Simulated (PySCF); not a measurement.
Delta-SCF ions had no search for a lower state. Excitations are Tamm–Dancoff values on a coarser integration grid. The basis has no diffuse functions, so Rydberg states are missing or too high.

Cartesian coordinates (Å):
```xyz
8

O     -1.3827     0.9905     0.2812
Si    -0.6616    -0.4588     0.0607
C      1.1814    -0.1453    -0.1860
S      1.7589     1.3610    -0.1460
H     -0.7504     1.7221     0.2480
H     -0.8345    -1.3429     1.2424
H     -1.1864    -1.1539    -1.1432
H      1.8753    -0.9726    -0.3570
```
Charge 0, multiplicity 1.

Question: What is the computed HOMO–LUMO gap, S1 excitation (TDA), LUMO, total energy, T1 excitation (TDA), S1–T1 gap (TDA), vertical ionisation energy (Delta-SCF) and dipole moment (PBE0-D4/def2-TZVP run with PySCF 2.14.0)?

Answer: 
- HOMO–LUMO gap: 3.88 eV
- S1 excitation (TDA): 2.11 eV
- LUMO: -3.01 eV
- total energy: -803.1188 Ha
- T1 excitation (TDA): 1.47 eV
- S1–T1 gap (TDA): 0.64 eV
- vertical ionisation energy (Delta-SCF): 9.09 eV
- dipole moment: 1.47 D
